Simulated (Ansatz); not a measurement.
# Relaxing a trial structure of C4H8O3Si

The starting geometry of this gas-phase singlet was optimised with GFN2-xTB; its bonds are those of `C=C[SiH]1OCOCO1`.

```xyz
16

C     2.5550    0.7552   -0.5966
C     1.9408    0.4135   -1.7186
C    -0.9938   -1.7767   -0.0218
C    -0.4106   -2.8606   -1.9927
O    -0.3543   -0.5805   -0.3040
O    -0.3893   -2.8887   -0.6009
O     0.2984   -1.8050   -2.5436
Si    0.2275   -0.3303   -1.8195
H     2.0913    0.5967    0.3629
H     3.5375    1.2025   -0.5862
H     2.4339    0.6009   -2.6627
H    -0.7589    0.4703   -2.5515
H    -0.9494   -1.9383    1.0600
H    -2.0494   -1.7093   -0.3473
H    -1.4566   -2.8215   -2.3526
H     0.0601   -3.7931   -2.3204
```

Problem. Where would you expect an optimisation with PBE0-D3(BJ)/def2-SVP to take it?

Solution. It keeps its bonds, and is `C=C[SiH]1OCOCO1`.

The energy falls by 0.12 eV over 32 steps:

```csv
step,E − E(last) (eV)
1,0.117
4,0.011
8,0.007
11,0.007
15,0.006
18,0.006
22,0.003
25,0.001
29,0.000
32,0.000
```

Final geometry (Å):

| atom | x (Å) | y (Å) | z (Å) |
| --- | --- | --- | --- |
| C | 2.4242 | 0.4377 | -0.5633 |
| C | 1.8438 | 0.3339 | -1.7646 |
| C | -0.9196 | -1.6516 | -0.0149 |
| C | -0.2825 | -2.8093 | -1.9412 |
| O | -0.6096 | -0.3532 | -0.4276 |
| O | -0.0639 | -2.6004 | -0.5778 |
| O | -0.1455 | -1.6427 | -2.6938 |
| Si | 0.0664 | -0.1583 | -1.9489 |
| H | 1.8625 | 0.2316 | 0.3543 |
| H | 3.4729 | 0.7316 | -0.4427 |
| H | 2.4377 | 0.5567 | -2.6609 |
| H | -0.6974 | 0.8348 | -2.7470 |
| H | -0.7932 | -1.7178 | 1.0759 |
| H | -1.9721 | -1.8889 | -0.2777 |
| H | -1.3032 | -3.2128 | -2.1048 |
| H | 0.4614 | -3.5560 | -2.2605 |

No frequencies were run, so the end isn't proven a minimum. Run with Ansatz 0.2.0, 39 s on 4 threads of AMD EPYC 9R45 96-Core Processor (Zen 5), with other jobs on the host.
